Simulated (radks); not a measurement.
Spherical quantum dot in the effective-mass picture: electrons in a parabolic well V = omega^2 r^2 / 2 with omega = 0.0801, all in effective atomic units (hartree* = m*/eps^2 hartree, bohr* = eps/m* bohr), one dielectric constant everywhere. Calculated with a radial shooting solver with Libxc functionals: non-relativistic Kohn-Sham, LDA (Slater exchange, Perdew-Wang correlation), spin-polarised, spherical densities. Levels are named by radial order and angular momentum (1s, 1p, 1d, 2s, ...), and open shells are averaged over m. Results are scaled to m* = 0.17 and eps = 6.7, for which hartree* = 103.1 meV and bohr* = 2.086 nm.

N = 11, configuration 1s2 1p6 1d(up 3, down 0). This is the lowest configuration that the search found (a dilute case). Occupied and some empty levels:

level    occupation  eigenvalue (meV)  <r> (nm)
1s up             1            130.15     16.39
1s down           1            130.94     15.85
1p up             3            132.29     18.62
1p down           3            133.24     18.48
1d up             3            135.25     20.23
1d down           0            136.24     20.26
2s up             0            137.57     15.68
2s down           0            138.00     15.93
1f up             0            138.84     21.55
1f down           0            139.83     21.67
2p up             0            141.81     18.20
2p down           0            142.34     18.20

Energy (meV): total 868.607, kinetic 48.983, external 309.92, Hartree 631.30, exchange-correlation -121.60.

Electron density:

r (nm)  n(r) (e/nm^3)
0.770      0.00007836
2.70       0.00008597
4.64        0.0001016
6.58        0.0001240
8.51        0.0001511
10.4        0.0001796
12.4        0.0002050
14.3        0.0002213
16.3        0.0002220
18.2        0.0002030
20.1        0.0001656
22.1        0.0001176
24.0       0.00007207
25.9       0.00003719
27.9       0.00001613
29.8        5.874e-06
31.7        1.800e-06
33.7        4.730e-07
35.6        1.038e-07
37.5        1.939e-08
